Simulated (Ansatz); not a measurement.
Reactions of C2H7FGaN (`[CH3][Ga]([NH2])[CH2]F`).

Computed with Ansatz on PBE0-D4/def2-TZVP structures; ΔE is electronic, products minus reactants. CBS: MP2 limit from def2 TZ/QZ plus the TZ coupled-cluster correction, frozen cores. Functionals use def2-TZVPP. For Ga outer-core shells are correlated without core-valence functions, which leaves a few kJ/mol of doubt a bond. Scalar relativity is left out up to krypton. Each species was taken in one conformer, which may not be the lowest.

```csv
reaction,r2SCAN-D4 (eV),HF/CBS(def2) (eV),ωB97M-V (eV),PBE-D4 (eV)
`[CH3][Ga]([NH2])[CH2]F` + `NCF` → `FCNCF` + `[CH3][GaH][NH2]`,0.01,-0.06,0.02,0.03
`[CH3][Ga]([NH2])[CH2]F` + `O[SiH](O)N[SiH2]F` → `CN([SiH2]F)[SiH](O)O` + `[NH2][GaH][CH2]F`,0.83,0.80,0.81,0.78
`[CH3][Ga]([NH2])[CH2]F` + `NCF` → `CNCF` + `[NH2][GaH][CH2]F`,0.66,0.56,0.66,0.65
`[CH3][Ga]([NH2])[CH2]F` + `CNBO` → `CNBOCF` + `[CH3][GaH][NH2]`,0.18,0.08,0.20,0.23
```

(1) Give the CCSD(T)/CBS values in the same order. (An estimate is asked.)

Largest T1 diagnostic: 0.013, for `[NH2][GaH][CH2]F`.

## Answers

(1) Computed: 0.08, 0.87, 0.72, 0.27 eV.
